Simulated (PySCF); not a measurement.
GeH₅Si, charge +1, multiplicity 1. Atoms are numbered in the order given.

```xyz
7

Si    -1.6193    -0.0009     0.0000
Ge     0.7881    -0.0052     0.0000
H     -2.0039    -0.6750     1.2554
H     -2.0039    -0.6750    -1.2554
H     -1.8394     1.4669     0.0000
H      1.6499     0.0312     1.2684
H      1.6499     0.0312    -1.2684
```
Charge +1, spin multiplicity 1.

Geometry optimised at PBE0-D3(BJ)/def2-TZVP. The spin state was assumed, not searched. The isomer is the one that the SMILES or the coordinates give; other isomers of the formula were not compared.

Computed with PySCF with TDA-PBE/def2-SVPD.

Vertical excitations.  State labels are in the subgroup Cs.

Computed UV-visible absorptions:
| state | symmetry | energy (eV) | λ (nm) | f | main pairs |
|---|---|---|---|---|---|
| S1 | A' | 3.60 | 344 | 0.005 | HOMO→LUMO 97 % |
| S2 | A" | 3.88 | 320 | 0.002 | HOMO−1→LUMO 99 % |
| S3 | A' | 4.51 | 275 | 0.056 | HOMO−2→LUMO 94 % |
| S4 | A" | 4.88 | 254 | 0.000 | HOMO−3→LUMO 99 % |
| S5 | A" | 7.49 | 166 | 0.012 | HOMO−1→LUMO+1 96 % |
| S6 | A' | 7.58 | 164 | 0.152 | HOMO−2→LUMO+1 49 %, HOMO→LUMO+1 39 % |
| S7 | A' | 7.71 | 161 | 0.177 | HOMO−2→LUMO+1 49 %, HOMO→LUMO+1 31 %, HOMO−1→LUMO+2 14 % |
| S8 | A" | 7.94 | 156 | 0.010 | HOMO→LUMO+2 82 % |
| S9 | A' | 8.43 | 147 | 0.021 | HOMO−4→LUMO 88 % |
| S10 | A" | 8.49 | 146 | 0.002 | HOMO−2→LUMO+2 85 % |
| T1 | A' | 2.86 | 433 | 0 | HOMO→LUMO 100 % |
| T2 | A" | 3.68 | 337 | 0 | HOMO−1→LUMO 98 % |
| T3 | A' | 3.87 | 321 | 0 | HOMO−2→LUMO 100 % |
| T4 | A" | 4.36 | 284 | 0 | HOMO−3→LUMO 97 % |
Triplets are in the Tamm–Dancoff approximation.
